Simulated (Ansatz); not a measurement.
The inner images of a band of BrH + Cl3HSi (7 atoms, charge 0, multiplicity 1) are given out of order.

Computed with RKS PBE/def2-SVP (Ansatz 0.2.0).

Initial state:

```xyz
7
Properties=species:S:1:pos:R:3
Si -0.840 -0.574 -0.171
Cl 1.058 -1.331 0.215
Cl -1.852 -1.928 -1.346
Cl -1.833 -0.326 1.613
H -0.704 0.727 -0.878
H 2.064 0.995 0.301
Br 2.106 2.437 0.266
```

Final state:

```xyz
7
Properties=species:S:1:pos:R:3
Si -1.016 0.438 -0.356
Cl 2.323 -1.624 1.037
Cl -0.792 -1.218 -1.554
Cl -1.383 -0.126 1.587
H -2.134 1.283 -0.861
H 2.146 -0.419 0.575
Br 0.856 1.665 -0.429
```

Put them in order from the first end to the last, with their energies above the first end.
A.
```xyz
7
Properties=species:S:1:pos:R:3
Si -0.658 -0.275 -0.182
Cl 1.221 -1.279 0.260
Cl -1.431 -1.794 -1.340
Cl -1.499 -0.056 1.681
H -1.008 0.942 -0.982
H 1.874 0.518 0.407
Br 1.501 1.943 0.156
```
B.
```xyz
7
Properties=species:S:1:pos:R:3
Si -0.740 -0.456 -0.189
Cl 1.146 -1.301 0.168
Cl -1.714 -1.875 -1.313
Cl -1.614 -0.141 1.645
H -0.726 0.819 -0.952
H 1.927 0.760 0.381
Br 1.722 2.193 0.260
```
C.
```xyz
7
Properties=species:S:1:pos:R:3
Si -0.892 0.351 -0.285
Cl 2.004 -1.540 0.702
Cl -0.778 -1.389 -1.375
Cl -1.433 -0.070 1.654
H -1.877 1.221 -0.964
H 2.030 -0.244 0.516
Br 0.946 1.670 -0.249
```
D.
```xyz
7
Properties=species:S:1:pos:R:3
Si -0.726 0.201 -0.242
Cl 1.693 -1.381 0.517
Cl -1.001 -1.558 -1.319
Cl -1.421 -0.063 1.678
H -1.545 1.140 -1.026
H 1.943 -0.066 0.481
Br 1.056 1.728 -0.089
```
E.
```xyz
7
Properties=species:S:1:pos:R:3
Si -0.609 -0.024 -0.199
Cl 1.406 -1.268 0.382
Cl -1.213 -1.692 -1.305
Cl -1.442 -0.026 1.685
H -1.256 1.032 -1.029
H 1.843 0.191 0.418
Br 1.272 1.787 0.048
```

B (+0.10 eV), A (+0.70 eV), E (+1.34 eV), D (+0.80 eV), C (+0.24 eV).

The run took 110 s on 2 threads of Arm Neoverse V1, with other jobs on the host, peak memory 0.17 GiB.
